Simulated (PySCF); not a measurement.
C$_{3}$H$_{9}$N, charge -1, doublet, at the geometry of the source list (a state made from the parent by changing its charge; the spin is typed, not shown lowest) (in this run its highest filled SCF level lies above zero, so its values depend strongly on the basis, on diffuse functions most of all); CCSD(T)/STO-3G (PySCF).

Input for PySCF:
```python
from pyscf import gto, scf, cc

mol = gto.Mole()
mol.atom = '''
    C    -1.849200   -0.011800    0.244200
    C    -0.451700   -0.446200   -0.172200
    N     0.508200    0.610600    0.090700
    C     1.863300    0.246100   -0.262900
    H    -2.120300    0.903600   -0.273800
    H    -2.571800   -0.785700   -0.000100
    H    -1.887600    0.173700    1.315500
    H    -0.186600   -1.389700    0.341600
    H    -0.430000   -0.640000   -1.249400
    H     0.469200    0.859000    1.076500
    H     2.525600    1.078000   -0.031400
    H     1.902600    0.056500   -1.335900
    H     2.228400   -0.654000    0.257300
'''
mol.basis = 'sto-3g'
mol.charge = -1
mol.spin = 1
mol.verbose = 4
mol.build()

mf = scf.UHF(mol)
mf.kernel()

mycc = cc.CCSD(mf)
mycc.kernel()
et = mycc.ccsd_t()
print('E(CCSD(T)) = %.10f' % (mycc.e_tot + et))
```

Output, abridged:

```
PySCF version 2.14.0

[INPUT] verbose = 4
[INPUT] num. atoms = 13
[INPUT] num. electrons = 35
[INPUT] charge = -1
[INPUT] spin (= nelec alpha-beta = 2S) = 1
[INPUT] symmetry False subgroup None
[INPUT] Mole.unit = angstrom
[INPUT] Symbol           X                Y                Z      unit          X                Y                Z       unit  Magmom
[INPUT]  1 C     -1.849200000000  -0.011800000000   0.244200000000 AA   -3.494481549546  -0.022298768270   0.461471119619 Bohr   0.0
[INPUT]  2 C     -0.451700000000  -0.446200000000  -0.172200000000 AA   -0.853589290466  -0.843195796781  -0.325410838650 Bohr   0.0
[INPUT]  3 N      0.508200000000   0.610600000000   0.090700000000 AA    0.960358816504   1.153866771659   0.171398159498 Bohr   0.0
[INPUT]  4 C      1.863300000000   0.246100000000  -0.262900000000 AA    3.521126687902   0.465061599255  -0.496808998148 Bohr   0.0
[INPUT]  5 H     -2.120300000000   0.903600000000  -0.273800000000 AA   -4.006786301915   1.707556526157  -0.517407012906 Bohr   0.0
[INPUT]  6 H     -2.571800000000  -0.785700000000  -0.000100000000 AA   -4.859997647156  -1.484757816071  -0.000188972612 Bohr   0.0
[INPUT]  7 H     -1.887600000000   0.173700000000   1.315500000000 AA   -3.567047032729   0.328245427837   2.485934716865 Bohr   0.0
[INPUT]  8 H     -0.186600000000  -1.389700000000   0.341600000000 AA   -0.352622894844  -2.626152395308   0.645530444151 Bohr   0.0
[INPUT]  9 H     -0.430000000000  -0.640000000000  -1.249400000000 AA   -0.812582233563  -1.209424719722  -2.361023820032 Bohr   0.0
[INPUT] 10 H      0.469200000000   0.859000000000   1.076500000000 AA    0.886659497646   1.623274741001   2.034290173094 Bohr   0.0
[INPUT] 11 H      2.525600000000   1.078000000000  -0.031400000000 AA    4.772692300202   2.037124762281  -0.059337400311 Bohr   0.0
[INPUT] 12 H      1.902600000000   0.056500000000  -1.335900000000 AA    3.595392924597   0.106769526038  -2.524485129806 Bohr   0.0
[INPUT] 13 H      2.228400000000  -0.654000000000   0.257300000000 AA    4.211065695981  -1.235880885466   0.486226531851 Bohr   0.0

nuclear repulsion = 133.643158856288
number of shells = 21
number of NR pGTOs = 87
number of NR cGTOs = 29
basis = sto-3g
ecp = {}

******** <class 'pyscf.scf.uhf.UHF'> ********
method = UHF
initial guess = minao
damping factor = 0
level_shift factor = 0
DIIS = <class 'pyscf.scf.diis.CDIIS'>
diis_start_cycle = 1
diis_space = 8
diis_damp = 0
SCF conv_tol = 1e-09
SCF conv_tol_grad = None
SCF max_cycles = 50
direct_scf = True
direct_scf_tol = 1e-13
number electrons alpha = 18  beta = 17
Set gradient conv threshold to 3.16228e-05
init E= -171.725511926654

cycle= 1 E= -170.548674649678  delta_E= 1.18  |g|= 0.35  |ddm|=  3.7
cycle= 2 E= -170.628959826929  delta_E= -0.0803  |g|= 0.0878  |ddm|= 0.735
cycle= 3 E= -170.636267178656  delta_E= -0.00731  |g|= 0.0309  |ddm|= 0.297
cycle= 4 E= -170.63798924708  delta_E= -0.00172  |g|= 0.0145  |ddm|= 0.151
cycle= 5 E= -170.638658645326  delta_E= -0.000669  |g|= 0.00874  |ddm|= 0.125
cycle= 6 E= -170.639015747355  delta_E= -0.000357  |g|= 0.00373  |ddm|= 0.133
cycle= 7 E= -170.639092987383  delta_E= -7.72e-05  |g|= 0.0024  |ddm|= 0.0546
cycle= 8 E= -170.639136763219  delta_E= -4.38e-05  |g|= 0.00159  |ddm|= 0.0482
cycle= 9 E= -170.639162363096  delta_E= -2.56e-05  |g|= 0.00101  |ddm|= 0.0445
cycle= 10 E= -170.639172358249  delta_E= -1e-05  |g|= 0.000656  |ddm|= 0.0286
cycle= 11 E= -170.639177629945  delta_E= -5.27e-06  |g|= 0.00028  |ddm|= 0.0291
cycle= 12 E= -170.639178252151  delta_E= -6.22e-07  |g|= 0.000148  |ddm|= 0.00785
cycle= 13 E= -170.639178402896  delta_E= -1.51e-07  |g|= 5.77e-05  |ddm|= 0.00454
cycle= 14 E= -170.639178419101  delta_E= -1.62e-08  |g|= 3.02e-05  |ddm|= 0.00088
cycle= 15 E= -170.63917842356  delta_E= -4.46e-09  |g|= 1.51e-05  |ddm|= 0.000534
cycle= 16 E= -170.639178424783  delta_E= -1.22e-09  |g|= 6.29e-06  |ddm|= 0.000272
cycle= 17 E= -170.639178424952  delta_E= -1.69e-10  |g|= 3.12e-06  |ddm|= 0.00011
Extra cycle  E= -170.639178424977  delta_E= -2.43e-11  |g|= 2.31e-06  |ddm|= 1.85e-05
converged SCF energy = -170.639178424977  <S^2> = 0.7666903  2S+1 = 2.0166212

******** <class 'pyscf.cc.uccsd.UCCSD'> ********
CC2 = 0
CCSD nocc = (np.int64(18), np.int64(17)), nmo = (29, 29)
max_cycle = 50
direct = 0
conv_tol = 1e-07
conv_tol_normt = 1e-06
diis_space = 6
diis_start_cycle = 0
diis_start_energy_diff = 1e+09
Init t2, MP2 energy = -0.203340548596628
Init E_corr(UCCSD) = -0.203340548605462
cycle = 1  E_corr(UCCSD) = -0.247068160971712  dE = -0.0437276124  norm(t1,t2) = 0.0882207
cycle = 2  E_corr(UCCSD) = -0.261435234356701  dE = -0.0143670734  norm(t1,t2) = 0.038112
cycle = 3  E_corr(UCCSD) = -0.271610514545343  dE = -0.0101752802  norm(t1,t2) = 0.021714
cycle = 4  E_corr(UCCSD) = -0.271465943486766  dE = 0.000144571059  norm(t1,t2) = 0.00812523
cycle = 5  E_corr(UCCSD) = -0.27133194108596  dE = 0.000134002401  norm(t1,t2) = 0.00423737
cycle = 6  E_corr(UCCSD) = -0.271361948121213  dE = -3.00070353e-05  norm(t1,t2) = 0.00208808
cycle = 7  E_corr(UCCSD) = -0.271336930140958  dE = 2.50179803e-05  norm(t1,t2) = 0.00119399
cycle = 8  E_corr(UCCSD) = -0.271361530389312  dE = -2.46002484e-05  norm(t1,t2) = 0.000853581
cycle = 9  E_corr(UCCSD) = -0.271379014709166  dE = -1.74843199e-05  norm(t1,t2) = 0.000578085
cycle = 10  E_corr(UCCSD) = -0.271378228457434  dE = 7.86251732e-07  norm(t1,t2) = 0.000371724
cycle = 11  E_corr(UCCSD) = -0.271364552972082  dE = 1.36754854e-05  norm(t1,t2) = 0.00022364
cycle = 12  E_corr(UCCSD) = -0.271361469163027  dE = 3.08380906e-06  norm(t1,t2) = 0.000137498
cycle = 13  E_corr(UCCSD) = -0.271364194675525  dE = -2.7255125e-06  norm(t1,t2) = 0.000103783
cycle = 14  E_corr(UCCSD) = -0.271368932944482  dE = -4.73826896e-06  norm(t1,t2) = 8.11633e-05
cycle = 15  E_corr(UCCSD) = -0.271370444869263  dE = -1.51192478e-06  norm(t1,t2) = 6.27506e-05
cycle = 16  E_corr(UCCSD) = -0.271369738862545  dE = 7.06006718e-07  norm(t1,t2) = 4.32718e-05
cycle = 17  E_corr(UCCSD) = -0.271368658104902  dE = 1.08075764e-06  norm(t1,t2) = 2.57487e-05
cycle = 18  E_corr(UCCSD) = -0.271368336552996  dE = 3.21551906e-07  norm(t1,t2) = 1.75165e-05
cycle = 19  E_corr(UCCSD) = -0.27136836861567  dE = -3.2062674e-08  norm(t1,t2) = 1.30412e-05
cycle = 20  E_corr(UCCSD) = -0.271368495645944  dE = -1.27030274e-07  norm(t1,t2) = 8.76586e-06
cycle = 21  E_corr(UCCSD) = -0.271368539132144  dE = -4.34862003e-08  norm(t1,t2) = 5.898e-06
cycle = 22  E_corr(UCCSD) = -0.271368499530562  dE = 3.96015826e-08  norm(t1,t2) = 3.88953e-06
cycle = 23  E_corr(UCCSD) = -0.27136845496329  dE = 4.4567272e-08  norm(t1,t2) = 2.63425e-06
cycle = 24  E_corr(UCCSD) = -0.271368421928902  dE = 3.30343879e-08  norm(t1,t2) = 2.09169e-06
cycle = 25  E_corr(UCCSD) = -0.271368397938696  dE = 2.39902058e-08  norm(t1,t2) = 1.77648e-06
cycle = 26  E_corr(UCCSD) = -0.271368387793471  dE = 1.01452254e-08  norm(t1,t2) = 1.47021e-06
cycle = 27  E_corr(UCCSD) = -0.271368387154646  dE = 6.38824882e-10  norm(t1,t2) = 1.16517e-06
cycle = 28  E_corr(UCCSD) = -0.271368390763698  dE = -3.60905217e-09  norm(t1,t2) = 8.76966e-07
UCCSD converged
E(UCCSD) = -170.9105468157403  E_corr = -0.2713683907636978
UCCSD(T) correction = -0.00333009327207181
E(CCSD(T)) = -170.9138769090
```
